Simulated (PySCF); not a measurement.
## CSe: mean field, correlation and small terms against distance

State: ¹Σ⁺, singlet, closed shell. RHF-based CCSD(T) in PySCF 2.14 with C cc-pVTZ, Se cc-pVTZ-PP with ECP10 and C cc-pVQZ, Se cc-pVQZ-PP with ECP10 (frozen core orbitals: 10; scalar-relativistic core potentials). Correlation energies are extrapolated as n⁻³ (n = 3, 4), Hartree–Fock as (n+1)·exp(−9√n). CV is the change on freezing 4 orbitals instead, in C cc-pwCVTZ, Se cc-pwCVTZ-PP with ECP10. All energies in eV from C + Se.

```
 R (Å)  HF/CBS  CCSD corr.      (T)       CV   total
1.4772  -1.910      -2.654  -0.3455  -0.1923  -5.102
1.5443  -2.583      -2.712  -0.3789  -0.1479  -5.821
1.6115  -2.872      -2.775  -0.4163  -0.1124  -6.175
1.6786  -2.882      -2.842  -0.4579  -0.0844  -6.266
1.7458  -2.692      -2.913  -0.5041  -0.0623  -6.172
1.8297  -2.264      -3.005  -0.5682  -0.0415  -5.879
1.9136  -1.701      -3.097  -0.6396  -0.0266  -5.465
```

A fit to the total gives Re = 1.6740 Å, De = 6.267 eV, ωe = 1043.7 cm⁻¹, Be = 0.5766 cm⁻¹ (masses 12.0000 and 79.9165 u).

Task: At R = 1.6786 Å the CCSD correlation energy is -0.302373 hartree in the smaller basis and -0.319481 in the larger. Extrapolate it.

Result: (4³·E4 − 3³·E3)/(4³ − 3³) = -0.33197 hartree; the larger basis holds 96.2 % of it.

The T1 diagnostic is 0.032, large enough to doubt a single reference. The open-shell atoms are computed with UHF. Spin–orbit coupling, excitations beyond (T) and corrections to the Born–Oppenheimer picture are left out.
